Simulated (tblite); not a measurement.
Isomers of CH10O2SSi3. Method: GFN2-xTB as coded in tblite; computed harmonic values from a numerical Hessian at the method's own geometry, unscaled. Against measured fundamentals such values can be off by several per cent, at times by over 20. Modes of hydrogen on silicon and sulfur can be 10 to 20 % off. One conformer each.

Electronic energies: GFN2-xTB at the same geometries; isomer energies are rough at this level and their order can be wrong.

| SMILES | electronic energy, lowest = 0 (kcal/mol) |
| --- | --- |
| CS(=O)(=O)[SiH2][SiH2][SiH3] | 104.5 |
| O[Si@@H](CO[SiH3])[SiH2]S | 19.0 |
| [SiH3]O[C@@H]([SiH3])O[SiH2]S | 0.0 |

Question: How do GFN2-xTB zero-point energies change the relative energies?

Answer: 
```
                       SMILES  ZPE (kcal/mol)  of it from modes above 1550 cm⁻¹  electronic (kcal/mol)  with ZPE, lowest = 0 (kcal/mol)  lowest mode (cm⁻¹)  rings
[SiH3]O[C@@H]([SiH3])O[SiH2]S            62.3                              33.8                    0.0                              0.0                  7i      0
    O[Si@@H](CO[SiH3])[SiH2]S            64.7                              36.4                   19.0                             21.4                 10i      0
 CS(=O)(=O)[SiH2][SiH2][SiH3]            63.8                              34.9                  104.5                            106.0                  22      0
```

The zero-point energies span 2.4 kcal/mol, from `[SiH3]O[C@@H]([SiH3])O[SiH2]S` to `O[Si@@H](CO[SiH3])[SiH2]S`. Slightly imaginary modes are left out of the zero-point energy: `[SiH3]O[C@@H]([SiH3])O[SiH2]S` 7.1i cm⁻¹ and `O[Si@@H](CO[SiH3])[SiH2]S` 10.0i cm⁻¹. The order is unchanged.
